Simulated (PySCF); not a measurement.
# Computed structure and properties of [LuH4]−

System: [LuH4]− (singlet); start: template (Td). Method: PySCF 2.14.0, RKS PBE0, Lu def2-SVP with ECP28, H def2-SVP; non-relativistic Hamiltonian with scalar-relativistic core potentials where named; density fitting; no spin-orbit coupling.

Input of the relaxation:

```python
mol = gto.M(atom='''
Lu     0.00000     0.00000     0.00000
H      1.22690     1.22690     1.22690
H     -1.22690    -1.22690     1.22690
H      1.22690    -1.22690    -1.22690
H     -1.22690     1.22690    -1.22690''',
    basis={'Lu': 'def2-SVP', 'H': 'def2-SVP'},
    ecp={'Lu': 'def2-SVP'},
    charge=-1, spin=0)
mf = dft.RKS(mol, xc='PBE0')
mf.grids.atom_grid = (50, 194)  # f atoms: unpruned, at least (60, 302)
mf = mf.density_fit()  # fitting sets: Lu def2-universal-JKFIT, H def2-universal-JKFIT
mf.conv_tol = 1e-08; mf.max_cycle = 55
mf.kernel(dm0)  # dm0: converged density of the start geometry
# quasi-Newton relaxation in Cartesian coordinates to a largest gradient under 0.00045 Eh/bohr, steps kept in the point group
```

Run from Python with OMP_NUM_THREADS=2; the lines above give its settings. Where DIIS fails, smearing, a level shift and second-order steps follow.
It took 72 s on 2 threads of Intel(R) Xeon(R) Processor @ 2.50GHz (Skylake/Cascade Lake), with other jobs on the host, from the converged density of the start.

Course of the relaxation:

```tsv
step	energy above end (eV)	largest force component within the symmetry (eV/Å)
0	0.1809	0.421
1	0.0821	0.295
2	0.0007	0.030
3	0.0000	0.004
```

Relaxed geometry (Td):

```xyz
5

Lu    0.0000    0.0000    0.0000
H     1.1600    1.1600    1.1600
H    -1.1600   -1.1600    1.1600
H     1.1600   -1.1600   -1.1600
H    -1.1600    1.1600   -1.1600
```

```csv
contact,Å
Lu1–H2 (H),2.009
Lu1–H3 (H),2.009
Lu1–H4 (H),2.009
Lu1–H5 (H),2.009
```

On the finer grid (75, 302):

```
HOMO                                                          : -2.14 eV
LUMO                                                          : 3.82 eV
Dipole about the centre of mass                               : 0.00 D
Set of Mulliken populations of Lu1 outside the core potential : s 4.83, p 12.74, d 11.00, f 14.01
D3(BJ) dispersion energy (not in the energies)                : -0.042 eV
```

```csv
atom,Mulliken (e),Löwdin (e),spin (e)
Lu1,0.43,-0.11,0.00
H2,-0.36,-0.22,0.00
H3,-0.36,-0.22,0.00
H4,-0.36,-0.22,0.00
H5,-0.36,-0.22,0.00
```

On the grid (50, 194), as all that follows. Harmonic modes: a minimum; lowest 512 cm⁻¹ (negative: unstable), highest 1418 cm⁻¹, zero-point energy 0.491 eV.

Taking off one H (charge -1, singlet; the rest: singlet) in vacuum, both parts rigid, costs 4.89 eV; the small basis without counterpoise inflates it.

Rigid scan of H along the line from its metal:

```csv
distance to H2 (Å),energy (eV)
1.71,0.419
1.81,0.164
1.91,0.036
2.01,0.000
2.11,0.030
2.21,0.105
2.41,0.337
2.71,0.770
3.11,1.350
3.61,1.971
```

One start shape was tried, so this needn't be the lowest isomer.
